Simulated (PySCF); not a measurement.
**Static response to an electric field**

Species: C6H7F4NSi.
Geometry (PBE0-D3(BJ)/def2-SVP, Å), atoms numbered from 1 in this order:
```
atom  x, y, z in Å
F1    -1.631   -2.833   -0.355
C2    -1.966   -1.544   -0.030
C3    -0.749   -0.683   -0.018
C4     0.534   -1.101   -0.267
N5     1.393   -0.023   -0.164
Si6    3.140   -0.050   -0.499
C7     0.651    1.088    0.148
C8    -0.671    0.719    0.247
C9    -1.803    1.616    0.590
F10   -1.400    2.879    0.759
F11   -2.745    1.618   -0.366
F12   -2.422    1.236    1.719
H13   -2.456   -1.542    0.960
H14   -2.699   -1.170   -0.765
H15    0.892   -2.100   -0.507
H16    3.382   -0.206   -1.960
H17    3.738   -1.197    0.236
H18    3.666    1.252   -0.011
H19    1.106    2.066    0.283
```

Level: CAM-B3LYP/def2-SVPD (PySCF), static field, nuclei fixed, core orbitals frozen in the response. The polarisability tensor in these axes (au):

```
x   130.19  -0.19  -8.13
y    -0.19 105.58   5.81
z    -8.13   5.81  79.14
```

Give the principal values, the mean and the anisotropy Δα = √{½[(α1 − α2)² + (α2 − α3)² + (α1 − α3)²]}.

Principal values 76.74, 106.66 and 131.50 au; mean 104.97 au = 15.55 Å³ = 17.31 × 10⁻⁴⁰ C²·m²/J; Δα = 47.49 au (45 % of the mean).

What is the dipole moment, and where does it point?

(3.67, -0.05, -0.54) D, 3.71 D in size, pointing from the negative to the positive side. Measured along this direction, the outermost atoms are F11 and F12 at the negative end and H17, H16 and H18 at the positive end.

Molar refractivity from α?

Lorentz–Lorenz: R = (4π/3)N_A α = 2.5225 cm³/(mol·Å³) × 15.55 Å³ = 39.2 cm³/mol, in the limit of long wavelengths.

Directions of the eigenvectors, and the extent of the frame along each?

Largest value along (0.99, -0.04, -0.16), where the nuclei span 6.42 Å; middle along (0.07, 0.98, 0.19), 5.82 Å; least along (0.15, -0.19, 0.97), 2.44 Å. The response follows the extents in order.

Orientational against electronic polarisability at 298 K (dilute gas, rigid molecules)?

In Gaussian units μ²/3kT = 111.72 Å³ against 15.55 Å³, a ratio of 7.18; the Debye molar polarisation (4π/3)N_A(α + μ²/3kT) is 321.1 cm³/mol, leaving out the vibrational part.

Rayleigh depolarisation ratio (linearly polarised light, static tensor)?

ρ = 3Δα²/(45ᾱ² + 4Δα²) = 6766.3/(495832 + 9021.8) = 0.0134.

Sum over states: ᾱ = Σ f/ω², ω in Eh. What share falls to these 10 lowest TDDFT singlets (eV, f)? 6.14, 0.0242; 6.21, 0.0390; 6.45, 0.0088; 6.77, 0.0031; 6.88, 0.0038; 7.08, 0.0657; 7.27, 0.1776; 7.31, 0.3611; 7.44, 0.1372; 7.54, 0.0339.

They add up to 12.23 au, 11.6 % of the 104.97 au; the largest single term is 5.00 au, from the state at 7.31 eV. Terms in order: 0.47, 0.75, 0.16, 0.05, 0.06, 0.97, 2.49, 5.00, 1.84, 0.44 au. Higher excitations give the rest. The strengths listed sum to 0.854.

The structure is a single PBE0-D3(BJ)/def2-SVP conformer in the gas phase; no vibrational or solvent corrections.

The run behind these numbers computed excited states as well. Time: 2.2 min wall, 4.8 min CPU (with the writing of density and orbital grids); peak memory 2.0 GiB. Hardware: 2 threads of an Intel Xeon Platinum 8259CL at 2.50 GHz (shared host).
